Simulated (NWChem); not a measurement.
System meant: C₃H₉O₂Si, doublet; SMILES CO[Si](OC)C

The following NWChem deck was run.

```
start job
memory heap 200 mb stack 900 mb global 1100 mb
geometry units angstroms noautoz
  C     -1.107616     2.248636    -0.051814
  O     -0.801999     0.914547    -0.331673
  Si     0.430424     0.004529     0.343354
  C      2.112212     0.509739    -0.317933
  O      0.179889    -1.548930    -0.189166
  C     -1.030001    -2.253955    -0.141941
  H     -0.314173     2.939665    -0.392919
  H     -2.035282     2.520341    -0.579255
  H     -1.268658     2.425756     1.027631
  H      2.109287     0.422882    -1.416912
  H      2.352531     1.547541    -0.042458
  H      2.897354    -0.146800     0.085117
  H     -0.939210    -3.151124    -0.773505
  H     -1.873610    -1.648778    -0.515796
  H     -1.269826    -2.584946     0.884839
end
basis spherical
  * library def2-svp
end
dft
  odft
  mult 2
  xc pbe0
  iterations 4
  mulliken
end
task dft energy
```

End of the output:

```
     --------------------------
     Expectation value of S2:
     --------------------------
      <S2> =      0.7516 (Exact =     0.7500)

 center of mass
 --------------
 x =   0.00716537 y =  -0.04050389 z =   0.01900731

 moments of inertia (a.u.)
 ------------------
         827.008093021868           0.000000000000           0.000000000000
           0.000000000000         497.708088267487          -0.000000000000
           0.000000000000          -0.000000000000        1239.354931622986

     Multipole analysis of the density
     ---------------------------------

     L   x y z        total         alpha         beta         nuclear
     -   - - -        -----         -----         ----         -------
     0   0 0 0     -0.000000    -29.000000    -28.000000     57.000000

     1   1 0 0     -0.114645     -0.446585      0.331940      0.000000
     1   0 1 0      0.411527      0.148043      0.263484      0.000000
     1   0 0 1      0.145569     -0.830324      0.975893      0.000000

     2   2 0 0    -31.590528   -158.081604   -154.757288    281.248364
     2   1 1 0      1.284994     -3.314680     -3.173189      7.772862
     2   1 0 1     -0.292988      1.463730      2.305442     -4.062160
     2   0 2 0    -29.713280   -250.043403   -247.585706    467.915829
     2   0 1 1      0.069583     -0.315798     -0.124668      0.510049
     2   0 0 2    -33.754458    -35.256106    -28.734427     30.236076

 ------------------------------------------------------------------------
 dft energy failed                                                                                  0
 ------------------------------------------------------------------------
 ------------------------------------------------------------------------
  current input line :
    30: task dft energy
 ------------------------------------------------------------------------
 ------------------------------------------------------------------------
 This type of error is most commonly associated with calculations not reaching convergence criteria
 ------------------------------------------------------------------------
 For more information see the NWChem manual at https://nwchemgit.github.io

0:dft energy failed:Received an Error in Communication
```

Find the fault in this run and fix the input.

Convergence was not reached. Cause: the SCF was allowed too few iterations. This input runs:
```
start job
memory heap 200 mb stack 900 mb global 1100 mb
geometry units angstroms noautoz
  C     -1.107616     2.248636    -0.051814
  O     -0.801999     0.914547    -0.331673
  Si     0.430424     0.004529     0.343354
  C      2.112212     0.509739    -0.317933
  O      0.179889    -1.548930    -0.189166
  C     -1.030001    -2.253955    -0.141941
  H     -0.314173     2.939665    -0.392919
  H     -2.035282     2.520341    -0.579255
  H     -1.268658     2.425756     1.027631
  H      2.109287     0.422882    -1.416912
  H      2.352531     1.547541    -0.042458
  H      2.897354    -0.146800     0.085117
  H     -0.939210    -3.151124    -0.773505
  H     -1.873610    -1.648778    -0.515796
  H     -1.269826    -2.584946     0.884839
end
basis spherical
  * library def2-svp
end
dft
  odft
  mult 2
  xc pbe0
  iterations 150
  mulliken
end
task dft energy
```
It converges to -558.97191 Ha (PBE0/def2-SVP, spin-unrestricted).
